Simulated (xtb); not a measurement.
Input file for xtb: GFN-FF on H2SSi (SMILES [SiH]S), a point of a torsion scan.

```
$ xtb mol.xyz --gfnff --sp --chrg 0 --uhf 0
4

Si     1.00389724     0.62196644    -0.39315486
S     -1.01988839     0.51054191     0.39316710
H      1.50484640    -0.58770311     0.30173804
H     -0.95577383    -0.57556089     1.15165674
```

The log:

```
[...]
           -------------------------------------------------
          |                Calculation Setup                |
           -------------------------------------------------



          ==================== Thresholds ====================
          CN  :   150.00000
          rep :   500.00000
          disp:  2500.00000
          HB1 :   250.00000
          HB2 :   450.00000

          Pauling EN used:
          Z : 1  EN :  2.20
          Z :14  EN :  1.90
          Z :16  EN :  2.58
          electric field strengths (au): 0.000

           -------------------------------------------------
          |           Force Field Initialization            |
           -------------------------------------------------

          distances ...
          ----------------------------------------
          generating topology and atomic info file ...
          pair mat ...
          computing topology distances matrix with Floyd-Warshall algo ...
          making topology EEQ charges ...
          #fragments for EEQ constrain: 1
          ----------------------------------------
          generating topology and atomic info file ...
          pair mat ...
          computing topology distances matrix with Floyd-Warshall algo ...
          making topology EEQ charges ...
          #fragments for EEQ constrain: 1
          rings ...
          # BATM   2
          # H in HB   2
          doing iterative Hueckel for 1 subsystem(s) ...

  atom   neighbors  erfCN metchar sp-hybrid imet pi  qest     coordinates
    1  Si      2    1.89   0.06         2    0    0   0.069    1.897091    1.175346   -0.742955
    2  S       2    1.91   0.00         3    0    0  -0.152   -1.927310    0.964784    0.742978
    3  H       1    0.95   0.01         0    0    0   0.015    2.843748   -1.110598    0.570202
    4  H       1    0.98   0.00         0    0    0   0.068   -1.806151   -1.087652    2.176316

          #atoms :   4
          #bonds :   3
          #angl  :   2
          #tors  :   1
          #nmol  :   1
          #optfrag :   1
           -------------------------------------------------
          |                   G F N - F F                   |
          |          A general generic force-field          |
          |                  Version 1.0.3                  |
           -------------------------------------------------
          Number of HB bonds (bound hydrogen)     12
          Number of HB bonds (unbound hydrogen)   0
          Number of XB bonds                      0

 E+G (total)                   0 d,  0 h,  0 min,  0.001 sec
 distance/D3 list               ...        0 min,  0.000 sec (  0.048%)
 non bonded repulsion           ...        0 min,  0.000 sec (  1.672%)
 dCN                            ...        0 min,  0.000 sec (  0.370%)
 EEQ energy and q               ...        0 min,  0.000 sec (  3.060%)
 D3                             ...        0 min,  0.000 sec (  0.889%)
 EEQ gradient                   ...        0 min,  0.000 sec (  0.527%)
 bonds                          ...        0 min,  0.000 sec (  0.504%)
 bend and torsion               ...        0 min,  0.001 sec ( 89.764%)
 bonded ATM                     ...        0 min,  0.000 sec (  0.621%)
 HB/XB (incl list setup)        ...        0 min,  0.000 sec (  1.723%)

         :::::::::::::::::::::::::::::::::::::::::::::::::::::
         ::                     SUMMARY                     ::
         :::::::::::::::::::::::::::::::::::::::::::::::::::::
         :: total energy              -0.319850913946 Eh    ::
         :: gradient norm              0.034088727227 Eh/a0 ::
         ::.................................................::
Note: The following floating-point exceptions are signalling: IEEE_UNDERFLOW_FLAG IEEE_DENORMAL
normal termination of xtb
         :: bond energy               -0.327527629327 Eh    ::
         :: angle energy               0.001801416784 Eh    ::
         :: torsion energy             0.000077527731 Eh    ::
         :: repulsion energy           0.012446747656 Eh    ::
         :: electrostat energy        -0.005267337517 Eh    ::
         :: dispersion energy         -0.001379733372 Eh    ::
         :: HB energy                  0.000000000000 Eh    ::
         :: XB energy                  0.000000000000 Eh    ::
         :: bonded atm energy         -0.000001905901 Eh    ::
         :: external energy            0.000000000000 Eh    ::
         :: add. restraining           0.000000000000 Eh    ::
         :: total charge               0.000000000000 e     ::
         :::::::::::::::::::::::::::::::::::::::::::::::::::::

           -------------------------------------------------
          |                Property Printout                |
           -------------------------------------------------

molecular dipole:
                 x           y           z       tot (Debye)
 q only:        0.402      -0.193      -0.001       1.133

           -------------------------------------------------
          | TOTAL ENERGY               -0.319850913946 Eh   |
          | GRADIENT NORM               0.034088727227 Eh/α |
           -------------------------------------------------
########################################################################
[WARNING] Runtime exception occurred
-1- gfnff_setup: Could not read topology file.
########################################################################

------------------------------------------------------------------------
------------------------------------------------------------------------
 total:
 SCF:
```

The run finished.

Cost: very roughly 0.020 core-seconds.
